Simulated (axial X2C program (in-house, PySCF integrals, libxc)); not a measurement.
## Worked dissociation energy of AuC: PBE0, 2c

Computed with an axial X2C code built on PySCF integrals. Two-component (2c) means X2C with spin–orbit coupling and atomic mean-field two-electron Coulomb and Gaunt terms. Basis: Au dyall-cv3z [13s14p9d6f4g], C dyall-v3z [7s6p2d1f] (cores contracted in-house); Gaussian nuclei, density fitting, unrestricted open shells. Masses: Au 196.967 u, C 12.000 u.

Molecular state: Ω = 1/2 (⟨Sz⟩ = -0.49, ⟨Lz⟩ = 0.99 at PBE0).

| Quantity | Value |
| --- | --- |
| E(Au) (2M_J = 1) | -19017.024045 hartree |
| E(C) (2M_J = 2) | -37.821142 hartree |
| E(AuC) at Re | -19054.957320 hartree |
| ωe | 726.5 cm⁻¹ |
| ωexe | 4.51 cm⁻¹ |

(1) Work out De and D0.

Occupations by symmetry block were frozen at the best pattern of an incomplete PBE0 search. De is counted from the lowest determinant-based energies of the atoms at the same level, without counterpoise correction. Density functionals use the spin component along the axis (collinear). In 2c an atomic determinant is not the ground J level, so De misses part of the atomic spin–orbit lowering. This holds for PBE0. Without a current term, density functionals place determinants with orbital angular momentum somewhat too high.

Each atomic determinant is the lowest at this level and need not be a pure J level. Totals compare only within one Hamiltonian and basis.

Results:

(1) De = -19017.024045 + (-37.821142) − (-19054.957320) = 0.11213 hartree = 3.051 eV. The zero-point energy is ωe/2 − ωexe/4 = 362 cm⁻¹ = 0.045 eV, so D0 = 3.006 eV.
